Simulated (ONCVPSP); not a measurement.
**Zr: from the effect back to the setting (ONCV)**

Base potential:

ONCVPSP 4.0.1 input, shortened (lines: element, Z, core and valence counts, functional; n l f; lmax; l rc ep ncon nbas qcut; lloc lpopt rc5 dvloc0; l nproj debl; icmod fcfact rcfact), revPBE, scalar-relativistic:

```
  Zr 40.00    8    3  -102130      upf
    1    0    2.00
    2    0    2.00
    2    1    6.00
    3    0    2.00
    3    1    6.00
    3    2   10.00
    4    0    2.00
    4    1    6.00
    4    2    2.00
    5    0    1.50
    5    1    0.50
    2
    0    3.20    0.00    3    6    2.10
    1    3.80    0.00    4    8    2.10
    2    2.55    0.00    5   10    6.70
    4    4    1.60    1.00
    0    2    3.30
    1    2    2.60
    2    1    2.30
    1    0.40    0.00
```

Cutoffs, loose and tight: the cutoffs (Ha) at which the residual kinetic energy of the hardest occupied pseudo-wave falls to 1 and 0.1 mHa per electron. They do not see the model core or the augmentation charge, which bear on the density cutoff. Test errors are all-electron minus pseudo excitation energies from the reference, over the configurations 4d2 5s2 5p0; 4d2 5s1 5p0; 4d2 5s0 5p0; 4d2 5s0 5p2; variants that change the core or the reference have their own tests.

Only the d radius is moved:

| d radius (bohr) | cutoff, loose | cutoff, tight | bound ghosts | largest test error (meV) |
| --- | --- | --- | --- | --- |
| 1.82 | 15 Ha | 19 Ha | none | -32 |
| 2.1 | 15 Ha | 18 Ha | none | -31 |
| 2.52 | 13 Ha | 16 Ha | none | -31 |
| 3.38 | 10 Ha | 12 Ha | none | -32 |
| 3.64 | 9.3 Ha | 11 Ha | none | -36 |

One more run gave cutoff, loose: 12 Ha; cutoff, tight: 14 Ha; bound ghosts: none; largest test error (meV): -30. Which value of the d radius was used?

2.94 bohr. The tight cutoff moves one way along this sweep, from 19 Ha at 1.82 to 11 Ha at 3.64 bohr, which places the run between 2.52 and 3.38 bohr.
